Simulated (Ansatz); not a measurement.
Reaction (hydrogenolysis of the Si–S bond): `[SiH3]N[SiH2]S` + H₂ → `[SiH3]N[SiH3]` + H₂S

Calculated with Ansatz (gas phase, PBE0-D4/def2-TZVP geometries, no zero-point term in ΔE). CCSD(T)/CBS adds triple-zeta CCSD(T) − MP2 to the extrapolated MP2 energy (def2 sets, frozen cores). This one scheme is used for every species. DFT in def2-TZVPP. One conformer a species, not always the lowest.

`[SiH3]N[SiH2]S`:

```xyz
11

Si    1.536    0.904    0.201
N    -0.171    0.643    0.274
Si   -1.033   -0.840    0.352
S    -2.359   -1.148   -1.297
H     2.184   -0.429    0.133
H     1.906    1.703   -0.998
H     2.040    1.635    1.396
H    -0.746    1.474    0.222
H    -1.962   -0.903    1.508
H    -0.007   -1.906    0.434
H    -1.387   -1.133   -2.225
```

H₂:

Cartesian coordinates in Å:
```
H -0.039 0.112 0.354
H 0.039 -0.112 -0.354
```

`[SiH3]N[SiH3]`:

```xyz
10

Si   -1.043    1.157    0.102
N     0.147    0.018    0.616
Si    0.987   -1.168   -0.316
H    -1.433    0.796   -1.284
H    -0.536    2.558    0.113
H    -2.237    1.115    0.990
H     0.431    0.092    1.583
H     0.336   -1.227   -1.648
H     0.921   -2.503    0.339
H     2.428   -0.837   -0.495
```

H₂S:

Z-matrix (Å, degrees):
```
S
H 1 1.341
H 1 1.341 2 92.3
```

```json
{"level": "PBE0-D4", "ΔE (eV)": "0.55"}
{"level": "HF/def2-TZVPP", "ΔE (eV)": "0.27"}
{"level": "SCS-MP2/def2-TZVPP", "ΔE (eV)": "0.48"}
{"level": "SCS-MP2/def2-QZVPP", "ΔE (eV)": "0.51"}
```

Question: What does CCSD(T)/CBS give? (An estimate is asked.)

Answer: Computed: +0.53 eV. The listed levels differ from it by 0.02, -0.26, -0.05, -0.02 eV.

Largest T1 diagnostic among the species: 0.011.

In def2-TZVPP, CCSD(T) changes the Hartree–Fock value by +0.21 eV (the triples alone add +0.06 eV) and MP2 by +0.31 eV. The D4 term adds +0.10 eV with B3LYP and +0.06 eV with PBE0; it sums over pairs of atoms, weighted by their polarisabilities, and B3LYP, whose exchange is more repulsive, gets the larger term.

B3LYP here is the variant with VWN-RPA as its local correlation; programs differ in this.
